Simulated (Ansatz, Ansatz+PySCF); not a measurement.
```json
{"atom": "C", "x (Å)": "0.0000", "y (Å)": "0.0000", "z (Å)": "-1.6747"}
{"atom": "S", "x (Å)": "0.0000", "y (Å)": "0.0000", "z (Å)": "0.6280"}
```

Basis set: cc-pVDZ (spherical functions). Left uncorrelated: 6 orbitals. Charge 0, multiplicity 1.

Computed with Ansatz (development build ahead of 0.2.0); each method stands on the lowest determinant of its kind that the runs found. Restricted open shells among the atoms or ions are ROHF, correlated in semicanonical orbitals with singles. Restricted functionals stand beside restricted open-shell atoms, which can lie above the unrestricted atoms usual in DFT and then raise those values.

The atomization energy at this shape (free ground-state atoms in the same class of orbitals less the molecule, no zero-point energy) of singlet CS:

```
               method  atomization energy
 ωB97X (unrestricted)             1.95 eV
r²SCAN (unrestricted)             2.73 eV
  r²SCAN (restricted)             2.52 eV
  PBE0 (unrestricted)             2.36 eV
   PBE (unrestricted)             3.36 eV
     PBE (restricted)             3.31 eV
    PBE0 (restricted)             2.00 eV
          RHF-CCSD(T)             2.83 eV
              RHF-MP2             0.68 eV
                  UHF             0.41 eV
                  RHF            -1.75 eV
             RHF-CCSD             1.47 eV
```

(1) What does ωB97X (restricted) give?

## Answers

(1) 1.33 eV. Caution: the shape is not the minimum. Caution for ωB97X (unrestricted), PBE0 (unrestricted): the determinant breaks the point group. Caution for ωB97X (unrestricted), PBE0 (unrestricted), UHF: the unrestricted determinant is a mixture of spin states. Caution for r²SCAN (unrestricted): the unrestricted determinant is spin contaminated. Caution for r²SCAN (restricted), ωB97X (restricted), PBE0 (restricted), RHF-CCSD(T), RHF-MP2, RHF, RHF-CCSD: an unrestricted determinant lies well below. Caution for RHF-CCSD(T), RHF-MP2, RHF-CCSD: large share of triples, a single reference is doubtful. Caution for RHF-CCSD(T): the program doubts this total. Caution for RHF: the molecule lies well above its atoms at this level.
